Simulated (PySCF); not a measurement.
C₄H₉BrGe.
InChI=1S/C4H9BrGe/c5-6-4-2-1-3-4/h4H,1-3,6H2

A linear-response calculation (PySCF, def2-SVPD basis, gas phase, vertical, core orbitals frozen in the response) gave these numbers; the functional is withheld.

Orbital energies (eV): HOMO-3 -10.78, HOMO-2 -10.50, HOMO-1 -9.90, HOMO -9.62, LUMO 1.18, LUMO+1 1.89, LUMO+2 2.46.

```json
{"state": "S1", "E (eV)": "6.32", "f": "0.022", "main configurations (H = HOMO, L = LUMO)": "H→L (86%)"}
{"state": "S2", "E (eV)": "6.41", "f": "0.019", "main configurations (H = HOMO, L = LUMO)": "H-1→L (92%)"}
{"state": "S3", "E (eV)": "7.33", "f": "0.0022", "main configurations (H = HOMO, L = LUMO)": "H-2→L (81%)"}
{"state": "S4", "E (eV)": "7.60", "f": "0.011", "main configurations (H = HOMO, L = LUMO)": "H→L+1 (82%)"}
{"state": "S5", "E (eV)": "7.79", "f": "0.0007", "main configurations (H = HOMO, L = LUMO)": "H-1→L+1 (80%)"}
{"state": "S6", "E (eV)": "7.97", "f": "0.030", "main configurations (H = HOMO, L = LUMO)": "H→L+2 (55%), H-3→L (28%)"}
```

Triplets, Tamm–Dancoff:

| state | E (eV) | λ (nm) | main configurations (H = HOMO, L = LUMO) |
| --- | --- | --- | --- |
| T1 | 5.94 | 208.8 | H→L (80%), H-2→L (10%) |
| T2 | 5.99 | 207.1 | H-1→L (89%) |
| T3 | 6.94 | 178.7 | H-2→L (69%), H→L (9%) |
| T4 | 7.33 | 169.2 | H-5→L (43%), H-3→L (23%) |

Vertical ionisation energy by ΔSCF with the same functional: 9.79 eV. Mean static polarisability: 95.8 au.

**Question.** Name the functional.
A. PBE
B. HF
C. B3LYP
D. wB97X-D

**Answer.** D. wB97X-D is range-separated, 22% exact exchange at short range and 100% at long range (ω = 0.2 bohr⁻¹). In this run −ε(HOMO) = 9.62 eV differs from the ΔSCF value by -0.17 eV, and S1 differs from the orbital gap of 10.81 eV by -4.49 eV. The ratio −ε(HOMO)/IP is 0.98. Usual ranges for neutral molecules in this basis: 0.89 to 0.99 with wB97X-D, 0.5 to 0.7 with PBE, 0.67 to 0.83 with B3LYP; with Hartree–Fock the ratio is 1 or more (Koopmans' value less the relaxation energy is the ΔSCF value).

The calculation used PySCF 2.14.0, density-fitted response routines, TDDFT wB97X-D/def2-SVPD, vertical, gas phase, core orbitals frozen in the response. Isolated species at its PBE0-D3(BJ)/def2-SVP geometry (one conformer only). Relativistic effects, spin–orbit coupling among them, are left out although an element past zinc is present.

Shape of the structure used: `[Br:1][GeH2:2][CH:3]1[CH2:4][CH2:5][CH2:6]1`: Br1–Ge2–C3–C4 -48°.
